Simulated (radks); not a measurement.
All-electron atom: Nb16+ in [Ar] 3d7. Method: Dirac Kohn-Sham, PBE, spin-unpolarised, spherical densities, finite nucleus; open shells are shared between the two j in proportion to 2j + 1; Fermi nuclear charge, rms radius 4.324 fm; computed with a radial shooting solver on a logarithmic mesh with Libxc functionals. Some entries of the table are withheld. Estimate them.

orbital  occ.  eigenvalue (hartree)  <1/r> (bohr^-1)  r(max) (bohr)
1s1/2       2             -707.9614            42.40        0.02349
2s1/2       2             -113.4778            9.646         0.1332
2p1/2       2             -105.5966            9.617            (1)
2p3/2       4             -102.0634            9.180            (2)
3s1/2       2             -31.32021            3.419            (3)
3p1/2       2                   (4)            3.332         0.3736
3p3/2       4                   (5)            3.229         0.3820
3d3/2     2.8             -22.64547              (6)         0.3177
3d5/2     4.2             -22.51911              (7)         0.3200

Answer. 
(1) 2p1/2 r(max) (bohr): 0.1038
(2) 2p3/2 r(max) (bohr): 0.1075
(3) 3s1/2 r(max) (bohr): 0.3878
(4) 3p1/2 eigenvalue (hartree): -28.36731
(5) 3p3/2 eigenvalue (hartree): -27.73161
(6) 3d3/2 <1/r> (bohr^-1): 3.075
(7) 3d5/2 <1/r> (bohr^-1): 3.049
